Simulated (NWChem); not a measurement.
Molecule: Si₂H₄OCl₂; SMILES [SiH2]([Si@@H](O)Cl)Cl

```xyz
9

O      1.6881     0.9749    -0.6278
Si     0.3589     0.8634     0.3548
Cl    -0.9093     2.5130     0.1118
Si    -0.8355    -1.0383    -0.3171
Cl     0.2449    -2.7644     0.1476
H      2.3491     1.6524    -0.4209
H      0.7355     0.8724     1.7926
H     -2.1277    -1.1038     0.4106
H     -1.0860    -1.0205    -1.7793
```
Atoms are numbered in this order, from 1.

Results from NWChem. Pople sets run with spherical d functions. The geometry was optimised at B3LYP/6-31G* (spherical d). Static field.

Q: Among these, which level gives the highest value of “anisotropy (bohr³)”?
(A) Hartree-Fock/6-31+G*
(B) CAM-B3LYP/6-31+G*
(C) B3LYP/6-31+G*
(D) PBE/6-31+G*

A: D, PBE/6-31+G*. Values: Hartree-Fock/6-31+G* 24.4; CAM-B3LYP/6-31+G* 29.0; B3LYP/6-31+G* 30.9; PBE/6-31+G* 33.5
